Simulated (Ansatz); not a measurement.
Start from `CCB(C)S` and change one atom or group to get `CB(S)CCl`.

Ansatz, PBE0-D4/def2-TZVP geometries, multiplicity 1. Each molecule was computed in one conformer, which needn't be the lowest.

| property | `CCB(C)S` |
| --- | --- |
| size of the dipole moment (B3LYP/def2-TZVPP) / D | 1.21 |
| HOMO–LUMO gap (PBE/def2-TZVPP) / eV | 5.38 |
| HOMO energy (B3LYP/def2-TZVPP) / eV | -7.58 |
| LUMO energy (PBE0/def2-TZVPP) / eV | -0.32 |
| LUMO energy (ωB97M-V/def2-TZVPP) / eV | 1.69 |
| size of the dipole moment (PBE/def2-TZVPP) / D | 1.19 |

(1) Give the same properties after the change, and the shifts. (Best estimate.)

Results:

(1) The calculation gave: 
```json
{"property": "size of the dipole moment (B3LYP/def2-TZVPP) / D", "`CB(S)CCl`": "1.71", "shift": "0.50"}
{"property": "HOMO–LUMO gap (PBE/def2-TZVPP) / eV", "`CB(S)CCl`": "5.25", "shift": "-0.13"}
{"property": "HOMO energy (B3LYP/def2-TZVPP) / eV", "`CB(S)CCl`": "-7.83", "shift": "-0.25"}
{"property": "LUMO energy (PBE0/def2-TZVPP) / eV", "`CB(S)CCl`": "-0.70", "shift": "-0.38"}
{"property": "LUMO energy (ωB97M-V/def2-TZVPP) / eV", "`CB(S)CCl`": "1.33", "shift": "-0.36"}
{"property": "size of the dipole moment (PBE/def2-TZVPP) / D", "`CB(S)CCl`": "1.65", "shift": "0.46"}
```

With PBE0 the HOMO falls by 0.25 eV and the LUMO falls by 0.38 eV, so the gap narrows by about 0.13 eV. PBE moves the HOMO by -0.24 eV and ωB97M-V by -0.25 eV. Dipoles are sizes alone; their direction can turn.

Positive LUMOs are unbound, so they and the gaps depend on the basis.

B3LYP here is the variant with VWN-RPA as its local correlation; programs differ in this.
